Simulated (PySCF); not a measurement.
B(H)(Cl)(NH2) (BClH3N), SMILES ClBN.

Geometry: PBE0-D3(BJ)/def2-TZVP. Other conformers were not sampled.

The numbers are results of ωB97X/def2-TZVPD (PySCF), not measurements.

Symmetry labels are those of the subgroup Cs that the program uses (full group Cs).

Task: List the valence orbital energies around the gap with their symmetry. (The exact figures need the calculation; the answer reports its results.)

Result: 
```json
[
 {"orbital": "HOMO−7", "symmetry": "A'", "energy (eV)": "-25.74"},
 {"orbital": "HOMO−6", "symmetry": "A'", "energy (eV)": "-17.84"},
 {"orbital": "HOMO−5", "symmetry": "A'", "energy (eV)": "-17.49"},
 {"orbital": "HOMO−4", "symmetry": "A'", "energy (eV)": "-14.77"},
 {"orbital": "HOMO−3", "symmetry": "A'", "energy (eV)": "-12.96"},
 {"orbital": "HOMO−2", "symmetry": "A\"", "energy (eV)": "-12.60"},
 {"orbital": "HOMO−1", "symmetry": "A'", "energy (eV)": "-11.11"},
 {"orbital": "HOMO", "symmetry": "A\"", "energy (eV)": "-10.89"},
 {"orbital": "LUMO", "symmetry": "A'", "energy (eV)": "1.49"},
 {"orbital": "LUMO+1", "symmetry": "A\"", "energy (eV)": "2.23"},
 {"orbital": "LUMO+2", "symmetry": "A'", "energy (eV)": "2.32"},
 {"orbital": "LUMO+3", "symmetry": "A'", "energy (eV)": "2.44"}
]
```
